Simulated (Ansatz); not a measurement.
Consider the formal exchange of groups at a B–S bond: `[SiH3]OB(S)S` + `CCSCC` → `CB(S)O[SiH3]` + `CCSCS`.

Computed with Ansatz on PBE0-D4/def2-TZVP structures; ΔE is electronic, products minus reactants. CBS: MP2 limit from def2 TZ/QZ plus the TZ coupled-cluster correction, frozen cores. One conformer a species, not always the lowest.

`[SiH3]OB(S)S`:

Z-matrix (Å, degrees):
```
Si
O 1 1.653
H 1 1.481 2 107.6
H 1 1.484 2 110.5 3 -120.4
H 1 1.482 2 108.0 3 118.9
B 2 1.351 1 138.1 3 125.9
S 6 1.814 2 120.4 1 179.2
S 6 1.822 2 120.4 1 -0.9
H 7 1.343 6 95.5 2 0.1
H 8 1.342 6 96.3 2 180.0
```

`CCSCC`:

```xyz
15

C    -0.960   -1.248    1.211
C    -0.959   -1.095   -0.296
S     0.681   -1.019   -1.049
C     1.363    0.489   -0.327
C     0.618    1.760   -0.685
H    -0.386   -2.126    1.514
H    -1.983   -1.357    1.583
H    -0.526   -0.375    1.705
H    -1.420   -1.964   -0.771
H    -1.543   -0.225   -0.606
H     1.445    0.371    0.757
H     2.385    0.521   -0.714
H     0.552    1.879   -1.768
H    -0.397    1.757   -0.284
H     1.130    2.633   -0.270
```

`CB(S)O[SiH3]`:

```xyz
12

C    -0.987   -1.135   -1.538
B     0.051   -0.479   -0.566
S     1.813   -0.857   -0.828
O    -0.392    0.338    0.423
Si    0.140    1.312    1.633
H    -1.708   -1.725   -0.963
H    -1.564   -0.352   -2.042
H    -0.544   -1.779   -2.298
H     2.326   -0.138    0.185
H    -0.719    1.074    2.816
H     1.556    1.017    1.984
H     0.031    2.724    1.193
```

`CCSCS`:

```xyz
13

C    -1.094    1.429    0.118
C     0.400    1.287   -0.095
S     1.152   -0.148    0.712
C     0.547   -1.472   -0.351
S     1.037   -3.080    0.292
H    -1.331    1.482    1.182
H    -1.645    0.586   -0.306
H    -1.465    2.338   -0.364
H     0.932    2.141    0.331
H     0.654    1.260   -1.158
H    -0.536   -1.424   -0.461
H     1.004   -1.405   -1.341
H     0.345   -2.994    1.440
```

```
             level  ΔE (kJ/mol)
SCS-MP2/def2-TZVPP         74.4
   CCSD/def2-TZVPP         73.3
    MP2/def2-QZVPP         74.9
SCS-MP2/def2-QZVPP         72.8
```

Q: What does CCSD(T)/CBS give? (Best estimate.)

A: Computed: +71.6 kJ/mol. The listed levels differ from it by 2.8, 1.7, 3.3, 1.2 kJ/mol.

Largest T1 diagnostic among the species: 0.013.

The D4 term adds +3.2 kJ/mol with B3LYP and +1.7 kJ/mol with PBE0; it sums over pairs of atoms, weighted by their polarisabilities, and B3LYP, whose exchange is more repulsive, gets the larger term. In def2-TZVPP, CCSD(T) changes the Hartree–Fock value by +4.0 kJ/mol (the triples alone add +0.8 kJ/mol) and MP2 by +6.5 kJ/mol.

B3LYP here is the variant with VWN-RPA as its local correlation; programs differ in this.
